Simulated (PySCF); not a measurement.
# Electron correlation in Sb⁺ (antimony, charge +1)

[Kr] 4d10 5s2 5p2, high-spin 3P determinant. Calculation: PySCF 2.14, in cc-pVDZ-PP with ECP28MDF (4s3p2d, 23 functions); scalar relativity through the core potential. Frozen: 4s2 4p6 4d10; 4 electrons correlated.

MP2 pair energies summed by pair of shells (mhartree):

```
 pair  energy  share (%)
5s-5p  -21.48       60.2
5s-5s  -10.69       30.0
5p-5p   -3.52        9.9
```

Total MP2 correlation energy: -35.69 mhartree.

Same-spin part -5.95 and opposite-spin part -29.74 mhartree; SCS-MP2 scales them by 1/3 and 6/5 to -37.67 mhartree.

| level | correlation energy (mhartree) |
| --- | --- |
| CCSD | -49.92 |
| (T) | -0.51 |
| CCSD(T) | -50.43 |

Diagnostics: T1 = 0.0068, D1 = 0.0188, largest double amplitude 0.095.

Problem. Is a single reference adequate?

Solution. Mostly. T1 lies below 0.03, but a double amplitude of this size points to a near-degeneracy that CCSD handles and MP2 describes poorly.
